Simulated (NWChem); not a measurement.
System meant: C2H4F2OSi; SMILES [SiH2]1COC1(F)F

Input file for NWChem:

```
start job
memory heap 200 mb stack 900 mb global 1100 mb
geometry units angstroms noautoz
  F      0.196682    -1.444633    -1.075586
  C      0.024615    -0.653903     0.000000
  F      0.196682    -1.444633     1.075586
  O     -1.247373    -0.118926     0.000000
  C     -1.056875     1.311617     0.000000
  Si     0.839232     1.100730     0.000000
  H     -1.514117     1.761826    -0.895369
  H     -1.514117     1.761826     0.895369
  H      1.578562     1.499830    -1.229654
  H      1.578562     1.499830     1.229654
end
basis spherical
  * library def2-svp
end
dft
  xc pbe0
  iterations 4
  mulliken
end
task dft energy
```

End of the output:

```
    Atom       Charge   Shell Charges
 -----------   ------   -------------------------------------------------------
    1 F    9     9.09   1.98  1.02  0.74  3.22  2.12  0.01
    2 C    6     5.97   1.96  0.63  0.34  1.72  0.98  0.34
    3 F    9     9.09   1.98  1.02  0.74  3.22  2.12  0.01
    4 O    8     8.16   1.97  0.93  0.59  2.74  1.90  0.03
    5 C    6     6.07   1.96  0.61  0.34  1.84  1.22  0.11
    6 Si  14    13.53   2.00  1.93  0.68  0.34  5.82  1.35  1.10  0.30
    7 H    1     0.97   0.64  0.26  0.07
    8 H    1     0.97   0.64  0.26  0.07
    9 H    1     1.08   0.63  0.42  0.03
   10 H    1     1.08   0.63  0.42  0.03

 center of mass
 --------------
 x =   0.00357246 y =  -0.16183763 z =   0.00000000

 moments of inertia (a.u.)
 ------------------
         704.928667005921           0.000000000000           0.000000000000
           0.000000000000         420.397121519936           0.000000000000
           0.000000000000           0.000000000000         778.063950479941

     Multipole analysis of the density
     ---------------------------------

     L   x y z        total         alpha         beta         nuclear
     -   - - -        -----         -----         ----         -------
     0   0 0 0     -0.000000    -28.000000    -28.000000     56.000000

     1   1 0 0      0.396061      0.198031      0.198031      0.000000
     1   0 1 0      1.341823      0.670911      0.670911      0.000000
     1   0 0 1     -0.000000     -0.000000     -0.000000      0.000000

     2   2 0 0    -30.242961    -85.236500    -85.236500    140.230039
     2   1 1 0     -0.816887     -0.492005     -0.492005      0.167123
     2   1 0 1     -0.000000     -0.000000     -0.000000      0.000000
     2   0 2 0    -29.574592   -154.442574   -154.442574    279.310557
     2   0 1 1      0.000000      0.000000      0.000000      0.000000
     2   0 0 2    -31.283266    -61.085932    -61.085932     90.888599

 ------------------------------------------------------------------------
 dft energy failed                                                                                  0
 ------------------------------------------------------------------------
 ------------------------------------------------------------------------
  current input line :
    23: task dft energy
 ------------------------------------------------------------------------
 ------------------------------------------------------------------------
 This type of error is most commonly associated with calculations not reaching convergence criteria
 ------------------------------------------------------------------------
 For more information see the NWChem manual at https://nwchemgit.github.io

0:dft energy failed:Received an Error in Communication
```

### Question
What is wrong, and how is it mended?

### Answer
Convergence was not reached. Cause: the SCF was allowed too few iterations. This input runs:
```
start job
memory heap 200 mb stack 900 mb global 1100 mb
geometry units angstroms noautoz
  F      0.196682    -1.444633    -1.075586
  C      0.024615    -0.653903     0.000000
  F      0.196682    -1.444633     1.075586
  O     -1.247373    -0.118926     0.000000
  C     -1.056875     1.311617     0.000000
  Si     0.839232     1.100730     0.000000
  H     -1.514117     1.761826    -0.895369
  H     -1.514117     1.761826     0.895369
  H      1.578562     1.499830    -1.229654
  H      1.578562     1.499830     1.229654
end
basis spherical
  * library def2-svp
end
dft
  xc pbe0
  iterations 150
  mulliken
end
task dft energy
```
It converges to -642.14020 Ha (PBE0/def2-SVP).
